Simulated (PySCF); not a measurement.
# Electron correlation in Cd⁺ (cadmium, charge +1)

[Kr] 4d9 5s1 5p1, one real determinant (an excited configuration). All numbers are calculated (PySCF 2.14, scalar relativity by spin-free X2C-1e, in ANO-RCC-VTZP). Frozen: [Ar] 3d10; 19 electrons correlated.

MP2 pair energies summed by pair of shells (mhartree):

```
 pair   energy  share (%)
4d-4d  -216.22       44.5
4p-4d  -131.13       27.0
4p-4p   -36.27        7.5
4d-5s   -30.70        6.3
4s-4d   -23.51        4.8
4d-5p   -17.39        3.6
4s-4p   -16.84        3.5
4p-5s    -4.96        1.0
4s-4s    -2.98        0.6
4p-5p    -2.84        0.6
5s-5p    -1.80        0.4
4s-5s    -0.47        0.1
4s-5p    -0.29        0.1
```

Total MP2 correlation energy: -485.41 mhartree.

Same-spin part -167.50 and opposite-spin part -317.91 mhartree; SCS-MP2 scales them by 1/3 and 6/5 to -437.32 mhartree.

The basis was made for the ground configuration and has no added diffuse functions, which can raise the energy of the promoted electron.

The reference is one real determinant that mixes LS terms of this configuration.
